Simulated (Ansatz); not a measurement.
C8H10 can be A, `C=CC(=C)C(=C)C=C`, or B, `Cc1ccccc1C`.

Program: Ansatz. Geometries: PBE0-D4/def2-TZVP. ΔE: electronic, gas phase. CBS: MP2 limit from def2 TZ/QZ plus the TZ coupled-cluster correction, frozen cores. DFT in def2-TZVPP. B3LYP here is the variant with VWN-RPA as its local correlation; programs differ in this. Each species was taken in one conformer, which may not be the lowest.

Task: Which isomer does CCSD(T)/CBS put lower? Give the gap. (Best estimate.)

Result: The calculation gave: B, by 234.4 kJ/mol.

Task: Give E(B) − E(A) in kJ/mol with BLYP-D4, B3LYP, HF/def2-TZVPP, ωB97M-V, B3LYP-D4, PBE-D4, r2SCAN-D4. (An estimate is asked.)

Result: Computed: BLYP-D4 -219.0, B3LYP -235.6, HF/def2-TZVPP -227.9, ωB97M-V -248.7, B3LYP-D4 -235.8, PBE-D4 -250.7, r2SCAN-D4 -257.1. None reverses the order clearly.

Largest T1 diagnostic: 0.011.

From BLYP to BHLYP (50 % exact exchange), in def2-TZVPP and without D4, E(B) − E(A) moves by −31.3 kJ/mol. At CCSD(T), def2-SVP lies −6.8 kJ/mol from the extrapolated value and def2-TZVPP +1.4 kJ/mol.
